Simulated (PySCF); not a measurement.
Isomers of CNZn (doublet state). Theory: PySCF, PBE0-D3(BJ)/def2-SVP geometry optimisation, gas phase. Energies are electronic, without zero-point or thermal terms, for one conformer each. No frequencies were run at this level. Point groups hold within 0.08 Å. The open-shell SCF solutions weren't tested for stability.

Question: Order them by energy at this level, lowest first, and give relative energies in kJ/mol.
A. zinc cyanide radical, `N#[C][Zn]`
B. zinc isocyanide radical, `[C-]#[N+][Zn]`

Answer: A (0.0), B (23.8).

```
       SMILES       E (Eh)  E rel (kJ/mol)  dipole (D)  point group  A, B, C (MHz)   ⟨S²⟩
    N#[C][Zn]  -1871.50874             0.0        4.69          C∞v  –, 3778, 3778  0.753
[C-]#[N+][Zn]  -1871.49966            23.8        5.12          C∞v  –, 4287, 4287  0.752
```

Q: As an exercise, what shares would exp(−E/RT) give at 1000 K from these electronic energies alone (no entropy, no degeneracies)?

A: RT = 8.314 kJ/mol: N#[C][Zn] 94.6 %, [C-]#[N+][Zn] 5.4 %.
